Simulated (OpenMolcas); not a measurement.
# O3+, S3+, Se3+, Te3+: ns² np down the group

```json
{
  "Program": "OpenMolcas 26.06",
  "Method": "CASSCF",
  "Basis": "ANO-RCC-VQZP",
  "Scalar Hamiltonian": "DKH2, point nucleus",
  "Spin-orbit coupling": "state interaction with AMFI integrals over the reference wave functions, term energies averaged over their components"
}
```

Active space for each ion: 3 electrons in 4 orbitals (s p).

Computed levels in cm-1 above ²P°_1/2:

```
                                Level  O3+  S3+  Se3+  Te3+
                              ²P°_3/2  353  836  3832  7886
weight of ²P° in the lowest level (%)  100  100   100   100
```

Measured, with the error of the calculation in %. Measured levels: O3+ from Moore, Selected Tables of Atomic Spectra, NSRDS-NBS 3, section 10; S3+ from NIST levels in Podobedova, Kelleher and Wiese, J. Phys. Chem. Ref. Data 38, 171 (2009); Se3+ from Moore, Atomic Energy Levels, vol. II, NSRDS-NBS 35 (1971 reprint of NBS Circular 467, 1952); Te3+ from Moore, Atomic Energy Levels, vol. III, NSRDS-NBS 35 (1971 reprint of NBS Circular 467, 1958).

| Level | O3+ | S3+ | Se3+ | Te3+ |
| --- | --- | --- | --- | --- |
| ²P°_3/2 | 386 (-8.4) | 951 (-12.1) | 4376 (-12.4) | 9223 (-14.5) |

The fine-structure level ²P°_3/2 changes by a factor of 22.3 from O3+ to Te3+.

Computed and measured levels are paired by configuration, term and J; levels that our copy of the source lacks, or whose pairing is in doubt (as where it misses far off the trend of its configuration), stay unpaired and out of the deviations. Only configurations of the active space appear.

° marks odd parity.
